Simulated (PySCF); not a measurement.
This PySCF input asks for the NMR shieldings of SMILES C=C[C@@H]1CCC12CCC2, C9H14; the geometry comes from GFN2-xTB.

```python
import basis_set_exchange as bse
import numpy as np
from pyscf import gto, dft
from pyscf.prop import nmr

atoms = """
C     2.739690    0.459479    1.224266
C     1.820369    0.753145    0.322019
C     1.008839   -0.253833   -0.411168
C     0.801003    0.011829   -1.917725
C    -0.720185   -0.035099   -1.724341
C    -0.527126   -0.182191   -0.208778
C    -1.170280    0.852127    0.727868
C    -2.096403   -0.240420    1.281162
C    -1.264159   -1.298782    0.543686
H     2.969374   -0.560298    1.488626
H     3.302921    1.220211    1.738209
H     1.609456    1.786284    0.075508
H     1.386971   -1.258093   -0.207441
H     1.172743    0.984249   -2.235454
H     1.210834   -0.752362   -2.574653
H    -1.250540    0.865303   -2.029636
H    -1.200041   -0.896281   -2.186513
H    -0.473899    1.235638    1.471533
H    -1.661451    1.689760    0.234951
H    -3.114937   -0.163994    0.906333
H    -2.123453   -0.332204    2.364949
H    -1.819639   -1.998742   -0.078563
H    -0.604839   -1.858742    1.205240
"""
names = dict.fromkeys(["C", "H"], "pcSseg-1")
basis = {el: gto.basis.parse(bse.get_basis(n, elements=[el], fmt="nwchem")) for el, n in names.items()}
mol = gto.M(atom=atoms, basis=basis, charge=0, verbose=0)
mf = dft.RKS(mol, xc="PBE0")
mf.grids.level = 2
mf.grids.alignment = dft.numint.BLKSIZE   # the property module wants whole blocks of grid points
mf.conv_tol = 1e-9
mf.kernel()

calc = nmr.RKS(mf)   # GIAO
C = mf.mo_coeff
Co = C[:, mf.mo_occ > 0]
resp = mf.gen_response(singlet=True, hermi=2)
def vind(x):   # induced exchange potential for any number of trial vectors
    d = np.einsum("pi,xij,qj->xpq", C, 2 * x.reshape(-1, C.shape[1], Co.shape[1]), Co, optimize=True)
    return np.einsum("xpq,pi,qj->xij", resp(d - d.transpose(0, 2, 1)), C, Co, optimize=True).ravel()
mo1, _ = nmr.rhf.solve_mo1(calc, with_cphf=vind)
sigma = calc.kernel(mo1)
for i, s in enumerate(sigma):   # ppm
    print("%2d %-2s %9.2f" % (i, mol.atom_pure_symbol(i), np.trace(s) / 3))
```

Q: What does it print?

A: 
```
 0 C      66.17
 1 C      34.90
 2 C     135.65
 3 C     164.29
 4 C     150.99
 5 C     145.27
 6 C     155.67
 7 C     170.90
 8 C     149.08
 9 H      26.45
10 H      26.46
11 H      25.67
12 H      29.36
13 H      30.09
14 H      29.52
15 H      29.61
16 H      29.60
17 H      29.33
18 H      30.14
19 H      29.75
20 H      29.98
21 H      29.77
22 H      29.70
```

These numbers come from an equivalent density-fitted implementation of the same equations, which agrees with the script to about 0.01 ppm for H and up to a few tenths of a ppm for heavy atoms, so last digits may differ.

Size and cost of the density-fitted run: 223 basis functions, 88 s wall time on 1 thread of an Arm Neoverse N1, shared host; peak memory 1 GiB.
